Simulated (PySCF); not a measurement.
**Spinor energies of Rb²⁶⁺ (rubidium, charge +26)**

Start: [Ne] 3s1; 3s1/2 filled at m_j = +1/2. Calculated with PySCF 2.14 in an uncontracted even-tempered set (19 s from 3.7 bohr⁻², ratio 2.4; 13 p from 4.8 bohr⁻², ratio 2.4; 5 d from 16 bohr⁻², ratio 2.6; 4 f from 24 bohr⁻², ratio 2.6): generalised Hartree-Fock with the X2C-1e Hamiltonian and a Gaussian nucleus; one run each with spin-orbit coupling (SO) switched off, then screened by Boettger's factors.

```json
{"spinor shell": "1s1/2", "electrons": "2", "ε, spin-free (eV)": "-16569.8", "ε, screened SO (eV)": "-16569.5", "weight of nominal j (screened SO)": "1.000", "rms radius, screened SO (bohr)": "0.0463"}
{"spinor shell": "2s1/2", "electrons": "2", "ε, spin-free (eV)": "-3316.2", "ε, screened SO (eV)": "-3316.1", "weight of nominal j (screened SO)": "1.000", "rms radius, screened SO (bohr)": "0.188"}
{"spinor shell": "2p1/2", "electrons": "2", "ε, spin-free (eV)": "-3082.0", "ε, screened SO (eV)": "-3125.4", "weight of nominal j (screened SO)": "1.000", "rms radius, screened SO (bohr)": "0.165"}
{"spinor shell": "2p3/2", "electrons": "4", "ε, spin-free (eV)": "-3082.0", "ε, screened SO (eV)": "-3061.4", "weight of nominal j (screened SO)": "1.000", "rms radius, screened SO (bohr)": "0.168"}
{"spinor shell": "3s1/2", "electrons": "1", "ε, spin-free (eV)": "-1294.1", "ε, screened SO (eV)": "-1294.0", "weight of nominal j (screened SO)": "1.000", "rms radius, screened SO (bohr)": "0.459"}
```

```tsv
quantity	spin-free	screened SO
E (hartree)	-2514.79975	-2514.98135
M_J	1/2	1/2
⟨J²⟩	0.750	0.750
⟨L²⟩	0.000	0.002
⟨S²⟩	0.750	0.752
```

Each row is a mean over spinors that exchange with the open shell spreads, by up to 6.231 eV (2s1/2).

Breit and QED terms are absent; they matter most for the inner s and p1/2 levels.

Densities and radii are taken from the X2C orbitals without a picture-change correction, which distorts them close to the nucleus.

Without spin-orbit coupling the j labels of p, d and f shells carry no meaning; the spin-free column gives the mean over the occupied spinors of each nl shell.
